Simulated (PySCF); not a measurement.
What an electron can do to SiBr

r²SCAN in PySCF with def2-TZVPPD on every atom, for the lowest determinant that a PBE0 search found; no spin–orbit coupling.

```csv
species,state (unpaired electrons),Re (Å),ωe (cm⁻¹),energy of the minimum from the neutral (eV),De (eV),dissociates to
SiBr,doublet (π ↑),2.235,417,0.00,4.00,Si + Br
SiBr⁺,singlet (closed shell),2.115,525,7.41,4.91,Si⁺ + Br
SiBr⁻,triplet (π ↑↑),2.429,284,-1.47,1.94,Si + Br⁻
```

Q: Work out the lowest energy to break SiBr into atoms, from its vibrational ground state.

A: D0 = De − ωe/2 = 4.00 − 0.03 = 3.97 eV (r²SCAN/def2-TZVPPD).

Q: Work out the ionisation energy of the Si atom at this level and the threshold of dissociative ionisation.

A: IE(Si) = 7.41 + 4.91 − 4.00 = 8.32 eV, so Si⁺ + Br + e⁻ appears at D0 + IE(Si) = 12.29 eV (r²SCAN/def2-TZVPPD). The measured IE(Si) is 8.152 eV (NIST ASD).

Q: Work out the electron affinity of the Br atom and the threshold of dissociative attachment.

A: EA(Br) = 4.00 − 1.94 − (-1.47) = 3.53 eV, so Si + Br⁻ needs D0 − EA(Br) = 0.44 eV (r²SCAN/def2-TZVPPD). The measured EA(Br) is 3.364 eV.

Q: At which energy does ion-pair formation open?

A: Si⁺ + Br⁻ lies at D0 + IE(Si) − EA(Br) = 8.76 eV (r²SCAN/def2-TZVPPD).

These are thermodynamic thresholds; the onsets seen under electron impact lie higher where the geometry changes, and cross-sections peak well above them.

Spin–orbit coupling is left out. For an ion De counts to the pair picked by the measured ionisation energies or electron affinities, which need not be the lowest pair at this level. The highest Kohn–Sham level is positive in this anion. Much of that is self-interaction error, but it also means that the finite basis helps to hold the extra electron. States were picked by a PBE0 search and need not be the measured ground states.
